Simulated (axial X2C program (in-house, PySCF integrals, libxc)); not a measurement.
Spin–orbit effects down a group: homonuclear dimers (ions), MP2

All values come from calculations with an axial X2C code built on PySCF integrals, spin-free (one-electron X2C) or two-component (2c: spin–orbit coupling with atomic mean-field Coulomb and Gaunt terms, which also bring small scalar terms), in Dyall basis sets with cores contracted in-house; open shells are unrestricted.

Basis sets: Br dyall-acv3z, Cl dyall-av3z, F dyall-av3z. Frozen shells (counts by l): F₂⁻ F 1s, 15 electrons correlated; Cl₂⁻ Cl 2s1p, 15 electrons correlated; Br₂⁻ Br 3s2p1d, 15 electrons correlated. Where the outer core of a metal is frozen, bonds come out longer and ionisation energies lower.

```csv
molecule,spin-free state,Re (Å),ωe (cm⁻¹),De (eV),2c state,Re 2c (Å),ωe 2c (cm⁻¹),De 2c (eV)
F₂⁻,"M_S = 1/2, Λ = 0",1.898,483.5,1.11,Ω = 1/2,1.898,483.4,1.11
Cl₂⁻,"M_S = 1/2, Λ = 0",2.568,269.5,1.29,Ω = 1/2,2.569,269.3,1.26
Br₂⁻,"M_S = 1/2, Λ = 0",2.816,166.2,1.26,Ω = 1/2,2.821,164.1,1.14
```

Q: Work out the shifts from the spin-free to the two-component result.

A: 

```json
{"molecule": "F₂⁻", "2c state": "Ω = 1/2", "ΔRe (Å)": "0.000", "Δωe (cm⁻¹)": "-0.1", "ΔDe (eV)": "0.00"}
{"molecule": "Cl₂⁻", "2c state": "Ω = 1/2", "ΔRe (Å)": "0.001", "Δωe (cm⁻¹)": "-0.2", "ΔDe (eV)": "-0.03"}
{"molecule": "Br₂⁻", "2c state": "Ω = 1/2", "ΔRe (Å)": "0.005", "Δωe (cm⁻¹)": "-2.1", "ΔDe (eV)": "-0.12"}
```

Shifts of one unit in the last digit are rounding.

Fragments in 2c: F- + F, Cl- + Cl, Br- + Br. Each entry is the lowest single determinant of a limited PBE0 search at one distance. De goes to single-determinant-based atoms at the same level (for ions the charge split of lowest energy) and is withheld (n/a) where an atom does not fit its ground term or J level. Main or longest-lived isotopes.
